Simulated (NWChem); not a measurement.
Molecule: GaHSeCl$_{2}$; SMILES [Cl][Ga]([Cl])[SeH]

```xyz
5

Ga    -0.0048    -0.4320     0.0000
Cl     1.8095    -1.5961     0.0000
Cl    -1.8747    -1.5121     0.0000
Se     0.0870     1.8945     0.0000
H     -1.3932     1.9751     0.0000
```
Atoms are numbered in this order, from 1.

STO-3G and 3-21G are far too small for this property and stand as cheap habits. Structure relaxed at the B3LYP/6-31G* (spherical d) level.

Spin-orbit effects, on the heavy nuclei and on their neighbours, are missing.

Task: Give the principal values of the shielding tensors (ppm) of Ga1, Cl2, Cl3, Se4 from Hartree-Fock/STO-3G, GIAO (NWChem), with their diamagnetic and paramagnetic parts as GIAO splits them.

Result: 
```json
[
 {"atom": "Ga1", "σ11": "1304.8", "σ22": "1444.9", "σ33": "1955.0", "isotropic": "1568.2", "diamagnetic": "2612.9", "paramagnetic": "-1044.7"},
 {"atom": "Cl2", "σ11": "1015.3", "σ22": "1179.6", "σ33": "1434.4", "isotropic": "1209.8", "diamagnetic": "1129.4", "paramagnetic": "80.4"},
 {"atom": "Cl3", "σ11": "1017.0", "σ22": "1191.7", "σ33": "1424.5", "isotropic": "1211.1", "diamagnetic": "1129.5", "paramagnetic": "81.6"},
 {"atom": "Se4", "σ11": "2633.5", "σ22": "2902.8", "σ33": "2965.8", "isotropic": "2834.0", "diamagnetic": "2973.0", "paramagnetic": "-139.0"}
]
```
